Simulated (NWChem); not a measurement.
System: CH$_{4}$O$_{2}$Si, singlet; SMILES CO[Si]O

The following NWChem deck was run.

```
start job
memory heap 200 mb stack 900 mb global 1100 mb
geometry units angstroms noautoz
  Si    -0.631804    -0.633187     0.057584
  O      0.490992    -1.857055     0.009925
  H      1.414535    -1.574299    -0.042020
  O      0.425401     0.670120    -0.011437
  C      0.063908     2.024533    -0.005778
  H      0.521736     2.534734     0.857456
  H      0.428008     2.517126    -0.922210
  H     -1.030789     2.172532     0.050420
end
basis spherical
  Si library 6-31g*
  O library 6-31g*
  H library 6-31g*
  C library 6-31g*
end
dft
  xc revpbe cpbe96
  iterations 150
  mulliken
end
task dft energy
```

Output (shortened):

```
             Northwest Computational Chemistry Package (NWChem) 7.3.0
             --------------------------------------------------------

 CS  symmetry detected

                             Geometry "geometry" -> ""
                             -------------------------

 Output coordinates in angstroms (scale by  1.889725989 to convert to a.u.)

  No.       Tag          Charge          X              Y              Z
 ---- ---------------- ---------- -------------- -------------- --------------
    1 Si                  14.0000    -0.63484969    -0.62248007     0.00000000
    2 O                    8.0000     0.49528655    -1.84050602     0.00000000
    3 H                    1.0000     1.41879151    -1.55289605     0.00000000
    4 O                    8.0000     0.41768931     0.68641912     0.00000000
    5 C                    6.0000     0.04931815     2.03898943     0.00000000
    6 H                    1.0000     0.45848348     2.54255824     0.89110959
    7 H                    1.0000     0.45848348     2.54255824    -0.89110959
    8 H                    1.0000    -1.04757859     2.18125920     0.00000000

 Effective nuclear repulsion energy (a.u.)     161.1520553895

      Symmetry information
      --------------------

 Group name             Cs
 Group number              2
 Group order               2
 No. of unique centers     7

  pbe96 is a nonlocal functional; adding pw91lda local functional.

                                 NWChem DFT Module
                                 -----------------

 Summary of "ao basis" -> "ao basis" (spherical)
 ------------------------------------------------------------------------------
       Tag                 Description            Shells   Functions and Types
 ---------------- ------------------------------  ------  ---------------------
 Si                          6-31g*                  8       18   4s3p1d
 O                           6-31g*                  6       14   3s2p1d
 H                           6-31g*                  2        2   2s
 C                           6-31g*                  6       14   3s2p1d

      Symmetry analysis of basis
      --------------------------

        a'         49
        a"         19

            General Information
            -------------------
          SCF calculation type: DFT
          Wavefunction type:  closed shell.
          No. of atoms     :     8
          No. of electrons :    40
           Alpha electrons :    20
            Beta electrons :    20
          Charge           :     0
          Spin multiplicity:     1
          Use of symmetry is: on ; symmetry adaption is: on
          Maximum number of iterations: 150
          AO basis - number of functions:    68
                     number of shells:    34
          Convergence on energy requested:  1.00D-06
          Convergence on density requested:  1.00D-05
          Convergence on gradient requested:  5.00D-04

              XC Information
              --------------
                        RevPBE Exchange Functional  1.000
            Perdew 1991 LDA Correlation Functional  1.000 local
           PerdewBurkeErnz. Correlation Functional  1.000 non-local

             Grid Information
             ----------------
          Grid used for XC integration:  medium
          Radial quadrature: Mura-Knowles
          Angular quadrature: Lebedev.
          Tag              B.-S. Rad. Rad. Pts. Rad. Cut. Ang. Pts.
          ---              ---------- --------- --------- ---------
          Si                  1.10       88          10.0       590
          O                   0.60       49          11.0       434
          H                   0.35       45          11.0       434
          C                   0.70       49          10.0       434
          Grid pruning is: on
          Number of quadrature shells:   370
          Spatial weights used:  Erf1

      Superposition of Atomic Density Guess
      -------------------------------------

 Sum of atomic energies:        -477.97919629

      Non-variational initial energy
      ------------------------------

 Total energy =    -479.340884
 1-e energy   =    -979.421604
 2-e energy   =     338.928665
 HOMO         =      -0.280397
 LUMO         =      -0.013689

      Symmetry analysis of molecular orbitals - initial
      -------------------------------------------------

  Numbering of irreducible representations:

     1 a'          2 a"

  Orbital symmetries:

     1 a'          2 a'          3 a'          4 a'          5 a'
     6 a'          7 a'          8 a"          9 a'         10 a'
    11 a'         12 a'         13 a'         14 a'         15 a"
    16 a'         17 a"         18 a'         19 a"         20 a'
    21 a"         22 a'         23 a'         24 a'         25 a'
    26 a'         27 a"         28 a'         29 a'         30 a"

     ---------------------------------------------
      Total Density - Mulliken Population Analysis
     ---------------------------------------------

    Atom       Charge   Shell Charges
 -----------   ------   -------------------------------------------------------
    1 Si  14    13.00   2.00  2.00  5.97  1.11  0.84  0.73  0.21  0.15
    2 O    8     9.04   2.00  0.94  3.14  0.89  2.05  0.01
    3 H    1     0.46   0.35  0.11
    4 O    8     8.86   2.00  0.93  3.10  0.89  1.93  0.02
    5 C    6     6.22   2.00  0.69  1.84  0.63  1.00  0.06
    6 H    1     0.81   0.48  0.33
    7 H    1     0.81   0.48  0.33
    8 H    1     0.81   0.48  0.34

[...]
```

Level: revPBE/6-31G* (spherical d). Low-valent species are run as closed-shell singlets; no triplet was tried in these runs. All runs use the structure optimised with PBE0/def2-SVP.
